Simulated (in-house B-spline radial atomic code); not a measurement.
Fe³⁺. Computed with a B-spline radial atomic code. Model: all-electron spherical atom, spin shells full or empty, radial basis limit, no spin-orbit coupling: exact exchange with a local potential (Slater, KLI or optimised effective potential, whose far tail is KLI's), no correlation.

Exchange potential has not reached -1/r at the last radius.

The run also made RPA and GW results, which its time includes.

The Slater potential averages the orbital exchange potentials with the orbital densities as weights, KLI adds orbital constants, and the optimised effective potential minimises the exact-exchange energy among local potentials. So their energies lie above Hartree-Fock in the order OEP, KLI, Slater. All fall off as −1/r, unlike LDA and GGA exchange.

Command:
```bash
python run_gw.py task.json out
```
Settings (lengths in bohr, energies in hartree):
```
Z                      26
electrons              23
configuration          [Ar] 3d5
hamiltonian            nr
method                 kli
lmax                   9
spin_polarised         True
box_radius             14.14
intervals              71
```

Run time, properties included: 4.1 s on 1 thread of AMD EPYC 7R43 64-Core Processor (Zen 3), with other jobs on the host.

Given: hamiltonian non-relativistic; mean-field start exchange-only KLI.

Computed: energy above Hartree-Fock 8.3665 millihartree; virial ratio -E/T less 1 0.000393.

```json
{"radius (bohr)": "0.00192", "r times exchange potential up (hartree bohr)": "-0.0394", "r times exchange potential down (hartree bohr)": "-0.040134"}
{"radius (bohr)": "0.00236", "r times exchange potential up (hartree bohr)": "-0.048377", "r times exchange potential down (hartree bohr)": "-0.04928"}
{"radius (bohr)": "0.00289", "r times exchange potential up (hartree bohr)": "-0.059154", "r times exchange potential down (hartree bohr)": "-0.06026"}
{"radius (bohr)": "0.00354", "r times exchange potential up (hartree bohr)": "?", "r times exchange potential down (hartree bohr)": "?"}
{"radius (bohr)": "0.00434", "r times exchange potential up (hartree bohr)": "-0.08835", "r times exchange potential down (hartree bohr)": "-0.09001"}
{"radius (bohr)": "0.00533", "r times exchange potential up (hartree bohr)": "-0.10799", "r times exchange potential down (hartree bohr)": "-0.11003"}
{"radius (bohr)": "0.00653", "r times exchange potential up (hartree bohr)": "-0.1314", "r times exchange potential down (hartree bohr)": "-0.1339"}
{"radius (bohr)": "0.008", "r times exchange potential up (hartree bohr)": "-0.1594", "r times exchange potential down (hartree bohr)": "-0.16246"}
{"radius (bohr)": "0.00981", "r times exchange potential up (hartree bohr)": "-0.19275", "r times exchange potential down (hartree bohr)": "-0.1965"}
{"radius (bohr)": "0.012", "r times exchange potential up (hartree bohr)": "-0.23119", "r times exchange potential down (hartree bohr)": "-0.23578"}
{"radius (bohr)": "0.0147", "r times exchange potential up (hartree bohr)": "-0.2755", "r times exchange potential down (hartree bohr)": "-0.28111"}
{"radius (bohr)": "0.0181", "r times exchange potential up (hartree bohr)": "-0.32614", "r times exchange potential down (hartree bohr)": "-0.33305"}
{"radius (bohr)": "0.0222", "r times exchange potential up (hartree bohr)": "-0.37939", "r times exchange potential down (hartree bohr)": "-0.38785"}
{"radius (bohr)": "0.0272", "r times exchange potential up (hartree bohr)": "-0.4329", "r times exchange potential down (hartree bohr)": "-0.44328"}
{"radius (bohr)": "0.0333", "r times exchange potential up (hartree bohr)": "-0.48227", "r times exchange potential down (hartree bohr)": "-0.49497"}
{"radius (bohr)": "0.0408", "r times exchange potential up (hartree bohr)": "-0.52193", "r times exchange potential down (hartree bohr)": "-0.5375"}
{"radius (bohr)": "0.0501", "r times exchange potential up (hartree bohr)": "-0.54527", "r times exchange potential down (hartree bohr)": "-0.56444"}
{"radius (bohr)": "0.0614", "r times exchange potential up (hartree bohr)": "-0.54844", "r times exchange potential down (hartree bohr)": "-0.57207"}
{"radius (bohr)": "0.0753", "r times exchange potential up (hartree bohr)": "?", "r times exchange potential down (hartree bohr)": "?"}
{"radius (bohr)": "0.0923", "r times exchange potential up (hartree bohr)": "-0.55727", "r times exchange potential down (hartree bohr)": "-0.59323"}
{"radius (bohr)": "0.113", "r times exchange potential up (hartree bohr)": "-0.6335", "r times exchange potential down (hartree bohr)": "-0.67692"}
{"radius (bohr)": "0.139", "r times exchange potential up (hartree bohr)": "-0.75942", "r times exchange potential down (hartree bohr)": "-0.81096"}
{"radius (bohr)": "0.17", "r times exchange potential up (hartree bohr)": "-0.88263", "r times exchange potential down (hartree bohr)": "-0.94258"}
{"radius (bohr)": "0.208", "r times exchange potential up (hartree bohr)": "-0.96843", "r times exchange potential down (hartree bohr)": "-1.0369"}
{"radius (bohr)": "0.256", "r times exchange potential up (hartree bohr)": "-0.98726", "r times exchange potential down (hartree bohr)": "-1.0622"}
{"radius (bohr)": "0.313", "r times exchange potential up (hartree bohr)": "-0.93125", "r times exchange potential down (hartree bohr)": "-0.994"}
{"radius (bohr)": "0.384", "r times exchange potential up (hartree bohr)": "-0.87867", "r times exchange potential down (hartree bohr)": "-0.84735"}
{"radius (bohr)": "0.471", "r times exchange potential up (hartree bohr)": "-1.0043", "r times exchange potential down (hartree bohr)": "-0.82854"}
{"radius (bohr)": "0.577", "r times exchange potential up (hartree bohr)": "-1.2547", "r times exchange potential down (hartree bohr)": "-1.0339"}
{"radius (bohr)": "0.708", "r times exchange potential up (hartree bohr)": "-1.4765", "r times exchange potential down (hartree bohr)": "-1.2342"}
{"radius (bohr)": "0.868", "r times exchange potential up (hartree bohr)": "-1.5982", "r times exchange potential down (hartree bohr)": "-1.3477"}
{"radius (bohr)": "1.06", "r times exchange potential up (hartree bohr)": "-1.5995", "r times exchange potential down (hartree bohr)": "-1.3702"}
{"radius (bohr)": "1.3", "r times exchange potential up (hartree bohr)": "-1.5024", "r times exchange potential down (hartree bohr)": "-1.3237"}
{"radius (bohr)": "1.6", "r times exchange potential up (hartree bohr)": "-1.3583", "r times exchange potential down (hartree bohr)": "-1.2432"}
{"radius (bohr)": "1.96", "r times exchange potential up (hartree bohr)": "-1.2281", "r times exchange potential down (hartree bohr)": "-1.1652"}
{"radius (bohr)": "2.4", "r times exchange potential up (hartree bohr)": "-1.135", "r times exchange potential down (hartree bohr)": "-1.1041"}
{"radius (bohr)": "2.95", "r times exchange potential up (hartree bohr)": "-1.0771", "r times exchange potential down (hartree bohr)": "-1.0619"}
```

Task: What belongs in the row 0.00354?

Result: r times exchange potential up (hartree bohr): -0.0723; r times exchange potential down (hartree bohr): -0.073654.

Task: What belongs in the row 0.0753?

Result: r times exchange potential up (hartree bohr): -0.54101; r times exchange potential down (hartree bohr): -0.57023.

| occupied | level (hartree) | Hartree-Fock level (hartree) |
| --- | --- | --- |
| 1s up | -256.33 | -262.76 |
| 1s down | ? | ? |
| 2s up | -31.385 | -33.419 |
| 2s down | -31.577 | -33.249 |
| 2p up | -27.309 | -28.896 |
| 2p down | -27.55 | -28.73 |
| 3s up | -5.2405 | -5.7541 |
| 3s down | -4.9921 | -5.2867 |
| 3p up | ? | ? |
| 3p down | -3.7993 | -3.8012 |
| 3d up | -2.0717 | -2.0739 |

Task: What belongs in the row 1s down?

Result: level (hartree): -256.71; Hartree-Fock level (hartree): -262.76.

Task: What belongs in the row 3p up?

Result: level (hartree): -4.0392; Hartree-Fock level (hartree): -4.3665.

```json
{"empty": "3d down", "level (hartree)": "-1.8574"}
{"empty": "4s up", "level (hartree)": "-1.4606"}
{"empty": "4s down", "level (hartree)": "-1.4136"}
{"empty": "4p up", "level (hartree)": "-1.1806"}
{"empty": "4p down", "level (hartree)": "-1.1445"}
{"empty": "4d up", "level (hartree)": "?"}
{"empty": "4d down", "level (hartree)": "?"}
{"empty": "5s up", "level (hartree)": "-0.70099"}
{"empty": "5s down", "level (hartree)": "-0.68796"}
```

Task: What belongs in the row 4d up?

Result: level (hartree): -0.78142.

Task: What belongs in the row 4d down?

Result: level (hartree): -0.75807.

The highest level, 3d up, differs from Hartree-Fock by +0.059 eV and the deepest, 1s down, by +165 eV: a local potential can match the highest level but can't give each shell its own exchange.
